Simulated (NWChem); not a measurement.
C6H13O, doublet; SMILES C[C](CC(O)C)C

```xyz
20

C      0.9469     2.2062    -0.0503
C     -0.1008     1.1392     0.0522
C     -1.4575     1.4070    -0.5266
C      0.0810    -0.0003     1.0187
C      0.2079    -1.4090     0.3944
C      1.3201    -1.5107    -0.6497
O     -1.0647    -1.7371    -0.1701
H      0.9588     2.6696    -1.0464
H      0.7738     3.0310     0.6676
H      1.9529     1.8199     0.1552
H     -2.0633     2.0559     0.1346
H     -2.0171     0.4787    -0.6713
H     -1.3898     1.9296    -1.4904
H      0.9803     0.1621     1.6280
H     -0.7688    -0.0517     1.7185
H      0.4304    -2.1090     1.2187
H      1.1296    -0.8194    -1.4771
H      2.2965    -1.2708    -0.2124
H      1.3828    -2.5295    -1.0551
H     -0.9710    -2.5785    -0.6431
```
Atoms are numbered in this order, from 1.

Computed with NWChem. Spin-unrestricted. The geometry was optimised at B3LYP/6-31G* (spherical d), spin-unrestricted. Not confirmed as a minimum by frequencies. No stability test was run on the SCF state. Vzz is the largest principal value of the second derivative of the potential at the nucleus (NWChem prints the opposite sign); η is the asymmetry. Non-relativistic.

Q: Predict the results for UHF/def2-TZVP. Quantities: Vzz O7 (a.u.); η O7.

A: 
```
Property        Value
-------------  ------
Vzz O7 (a.u.)  -1.946
η O7             0.88
```
